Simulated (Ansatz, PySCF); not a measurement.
Spin states of FeHO (SMILES [OH][Fe]), each relaxed with B3LYP-D3(BJ)/def2-TZVP.
State 1 (charge 0, multiplicity 4):
```xyz
3

Fe    -0.85479    -0.67197    -0.84127
O      0.27467    -0.10174     0.41154
H      0.54695     0.82108     0.35940
```
State 2 (charge 0, multiplicity 6):
```csv
atom,x (Å),y (Å),z (Å)
Fe,-0.8999,-0.7508,-0.8660
O,0.2410,-0.0362,0.3370
H,0.6258,0.8344,0.4588
```

Singlets are restricted, other states unrestricted; no spin–orbit coupling, no relativity up to Kr; see below for the cores. The largest T1 diagnostic is 0.031.

Codes used: Ansatz (a first-principles code); PySCF for the dispersion terms. Each number belongs to the level named beside it.

**Question.** One of these levels gives -0.101 eV for the energy of the multiplicity-6 state less that of the multiplicity-4 state. Name it.
A. r2SCAN-D4/def2-TZVPP
B. BLYP/def2-TZVPP
C. B97M-V/def2-TZVPP
D. PBE/def2-TZVPP

**Answer.** C, B97M-V/def2-TZVPP. The others give 0.113 (PBE/def2-TZVPP), 0.293 (BLYP/def2-TZVPP), -0.157 (r2SCAN-D4/def2-TZVPP)

Doubts at one or more of the structures used: a spin-contaminated determinant (PBE/def2-TZVPP, BLYP/def2-TZVPP, r2SCAN-D4/def2-TZVPP, B97M-V/def2-TZVPP).
